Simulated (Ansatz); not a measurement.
One change: `O[SiH2][SiH](Cl)Cl` becomes `O[SiH2][SiH]([SiH3])Cl`.

Ansatz, PBE0-D4/def2-TZVP geometries, multiplicity 1. Each molecule was computed in one conformer, which needn't be the lowest.

| property | `O[SiH2][SiH](Cl)Cl` |
| --- | --- |
| LUMO energy (B3LYP/def2-TZVPP) / eV | -1.16 |
| size of the dipole moment (PBE/def2-TZVPP) / D | 0.76 |
| HOMO–LUMO gap (PBE/def2-TZVPP) / eV | 4.91 |
| HOMO–LUMO gap (PBE0/def2-TZVPP) / eV | 6.99 |
| LUMO energy (ωB97M-V/def2-TZVPP) / eV | 0.79 |
| size of the dipole moment (ωB97M-V/def2-TZVPP) / D | 0.74 |

Task: What does the change do to each property? (An estimate is asked.)

Result: Ansatz gave: 
| property | `O[SiH2][SiH]([SiH3])Cl` | shift |
| --- | --- | --- |
| LUMO energy (B3LYP/def2-TZVPP) / eV | -1.39 | -0.23 |
| size of the dipole moment (PBE/def2-TZVPP) / D | 0.76 | 0.00 |
| HOMO–LUMO gap (PBE/def2-TZVPP) / eV | 4.46 | -0.45 |
| HOMO–LUMO gap (PBE0/def2-TZVPP) / eV | 6.44 | -0.55 |
| LUMO energy (ωB97M-V/def2-TZVPP) / eV | 0.54 | -0.25 |
| size of the dipole moment (ωB97M-V/def2-TZVPP) / D | 0.94 | 0.20 |

With PBE0 the HOMO rises by 0.31 eV and the LUMO falls by 0.25 eV, so the gap narrows by about 0.56 eV. PBE moves the HOMO by 0.22 eV and ωB97M-V by 0.37 eV. Dipoles are sizes alone; their direction can turn.

B3LYP here is the variant with VWN-RPA as its local correlation; programs differ in this.
